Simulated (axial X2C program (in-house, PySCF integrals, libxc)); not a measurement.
## Spin–orbit effects down a group: molecules with In (ions), CCSD(T)

All values come from calculations with an in-house relativistic program for diatomic molecules, spin-free (one-electron X2C) or two-component (2c: spin–orbit coupling with atomic mean-field Coulomb and Gaunt terms, which also bring small scalar terms), in Dyall basis sets with cores contracted in-house; open shells are unrestricted.

Basis sets: In dyall-acv3z, O dyall-av3z, S dyall-av3z, Se dyall-acv3z. Frozen shells (counts by l): InO⁻ In 4s3p2d, O 1s, 10 electrons correlated; InS⁻ In 4s3p2d, S 2s1p, 10 electrons correlated; InSe⁻ In 4s3p2d, Se 3s2p1d, 10 electrons correlated. Coupled cluster in natural virtuals with an MP2 remainder. Where the outer core of a metal is frozen, bonds come out longer and ionisation energies lower.

| molecule | spin-free state | Re (Å) | ωe (cm⁻¹) | De (eV) | 2c state | Re 2c (Å) | ωe 2c (cm⁻¹) | De 2c (eV) |
| --- | --- | --- | --- | --- | --- | --- | --- | --- |
| InO⁻ | M_S = 0, Λ = 0 | 1.951 | 655.7 | 4.46 | Ω = 0 | 1.951 | 655.4 | 4.30 |
| InS⁻ | M_S = 0, Λ = 0 | 2.355 | 378.3 | 3.76 | Ω = 0 | 2.356 | 378.0 | 3.59 |
| InSe⁻ | M_S = 0, Λ = 0 | 2.478 | 255.9 | 3.51 | Ω = 0 | 2.479 | 255.3 | 3.28 |

(1) Work out the shifts from the spin-free to the two-component result.

Fragments in 2c: In + O-, In + S-, In + Se-. Each entry is the lowest single determinant of a limited PBE0 search at one distance. De goes to single-determinant-based atoms at the same level (for ions the charge split of lowest energy) and is withheld (n/a) where an atom does not fit its ground term or J level. Main or longest-lived isotopes. One determinant is a doubtful description, or other states lie close, for InO⁻; these need not be ground states, and all values refer to the states named.

## Answers

(1) 

| molecule | 2c state | ΔRe (Å) | Δωe (cm⁻¹) | ΔDe (eV) |
| --- | --- | --- | --- | --- |
| InO⁻ | Ω = 0 | 0.000 | noise | -0.16 |
| InS⁻ | Ω = 0 | 0.001 | -0.3 | -0.17 |
| InSe⁻ | Ω = 0 | 0.001 | -0.6 | -0.23 |

Shifts of one unit in the last digit are rounding. Where the truncated virtual spaces of the two runs make Δωe unreliable it is marked noise.
